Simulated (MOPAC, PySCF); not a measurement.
C2H4N2, SMILES `CNC#N`, neutral singlet in the gas phase. 

Cartesian coordinates (Å):
```xyz
8

C     -0.8936    -0.2967    -0.0576
N      0.2529     0.5444     0.2986
C      1.4833     0.0807     0.0765
N      2.5456    -0.3509    -0.0761
H     -1.0113    -0.4113    -1.1383
H     -1.7925     0.1538     0.3590
H     -0.7600    -1.2796     0.3898
H      0.1418     1.5333     0.1314
```
Charge 0, spin multiplicity 1.

All levels are single points at this geometry (B3LYP-D3(BJ)/def2-TZVP); Pople sets use spherical d functions. Orbital energies aren't observables, and empty levels follow the basis.

PM6 in MOPAC gives gap (eV) = 10.83.

### Question
Estimate the gap (eV) from each of these levels: B3LYP-D3(BJ)/def2-TZVP in PySCF; B3LYP/3-21G in PySCF; M06-2X/6-31G* in PySCF; PBE/6-31G* in PySCF; SVWN5/6-31G* in PySCF; HF/3-21G in PySCF; PM3 in MOPAC; PM7 in MOPAC.

### Answer

```tsv
level	gap (eV)
B3LYP-D3(BJ)/def2-TZVP in PySCF	7.25
B3LYP/3-21G in PySCF	7.97
M06-2X/6-31G* in PySCF	10.77
PBE/6-31G* in PySCF	5.88
SVWN5/6-31G* in PySCF	5.81
HF/3-21G in PySCF	16.16
PM3 in MOPAC	10.69
PM7 in MOPAC	10.94
```
